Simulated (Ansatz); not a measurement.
GaH2Et (C₂H₇Ga). Charge 0, multiplicity 3. Geometry PBE0-D4/def2-SVP, that of the neutral singlet; atoms count from 1.

Cartesian coordinates in Å:
```
Ga 1.119 0.832 0.933
H 1.992 -0.045 1.913
H 1.692 2.217 0.443
C -0.626 0.160 0.282
C -0.474 -0.763 -0.930
H -1.271 1.016 0.027
H -1.124 -0.381 1.105
H -1.449 -1.139 -1.283
H -0.004 -0.250 -1.786
H 0.145 -1.647 -0.703
```

At PBE0-D4/def2-TZVP a singlet of charge 0 lies 4.31 eV below the triplet at the same geometry.

(1) Estimate the Mulliken populations from the PBE0/def2-TZVP orbitals of Ansatz.

(2) Where does the spin sit?

(3) And the Mayer bond orders between heavy atoms (over 0.3)?

Answers

(1) 
```
atom  charge (e)  spin (α − β)
 Ga1       -0.24          1.21
  H2       -0.02          0.06
  H3       -0.02          0.06
  C4       -0.19          0.57
  C5       -0.34         -0.03
  H6        0.18          0.00
  H7        0.18          0.01
  H8        0.14          0.09
  H9        0.15          0.02
 H10        0.16          0.01
```
Mulliken values depend strongly on the basis.

(2) Summed by element: Ga 1.21, H 0.25, C 0.54, of 2 unpaired in all. Largest on single atoms: Ga1 1.21, C4 0.57, H8 0.09.

(3) Ga1–C4 0.67 (1.98 Å); C4–C5 1.05 (1.53 Å).
